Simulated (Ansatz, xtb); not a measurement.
## C2H5FSi: which of two isomers lies lower

Structure X is `F/C=C/[SiH3]`, a singlet and structure Y is `F/C=C\[SiH3]`, a singlet. Both are isolated molecules in the gas phase, relaxed with PBE0-D3(BJ)/def2-SVP.

Quicker runs give these differences E(Y) − E(X): GFN2-xTB +0.46 kcal/mol; HF/STO-3G +0.58 kcal/mol (at GFN2-xTB geometries); r2SCAN-D4/def2-SVP −0.22 kcal/mol (at GFN2-xTB geometries).

Problem. Estimate E(Y) − E(X) at the level CCSD(T)/def2-TZVP.

Solution. Too close to call at this level: CCSD(T)/def2-TZVP gives E(Y) − E(X) = +0.66 kcal/mol.

Level by level:

```
               level              geometry  E(Y) − E(X) (kcal/mol)  departure from the last row (kcal/mol)  job, with rough time for the two
            GFN2-xTB              GFN2-xTB                     +0.46                                   −0.20             optimisation, 0.076 s
           HF/STO-3G              GFN2-xTB                     +0.58                                   −0.08               single point, 0.2 s
  r2SCAN-D4/def2-SVP              GFN2-xTB                     −0.22                                   −0.88               single point, 2.6 s
PBE0-D3(BJ)/def2-SVP  PBE0-D3(BJ)/def2-SVP                     +0.05                                   −0.61                optimisation, 17 s
        HF/def2-TZVP  PBE0-D3(BJ)/def2-SVP                     +1.09                                   +0.43           part of the CCSD(T) run
       MP2/def2-TZVP  PBE0-D3(BJ)/def2-SVP                     +0.74                                   +0.09           part of the CCSD(T) run
   CCSD(T)/def2-TZVP  PBE0-D3(BJ)/def2-SVP                     +0.66                                                        single point, 58 s
```

As drawn, both hold the same kinds of bond in the same numbers.

The largest departure from CCSD(T)/def2-TZVP is that of r2SCAN-D4/def2-SVP, 0.88 kcal/mol.

With harmonic frequencies from PBE0-D3(BJ)/def2-SVP (ideal gas, rigid rotor, one conformer each, 298.15 K, 1 atm): on the last row, ΔE + ΔZPE = +0.67 kcal/mol. A mode under 50 cm⁻¹ makes harmonic enthalpies and free energies unreliable, so none is given.

The correlated steps freeze 8 core orbitals. Programs: Ansatz 0.2.0, xtb 6.7.1; the last row on 2 threads of Arm Neoverse V2 on a shared host.
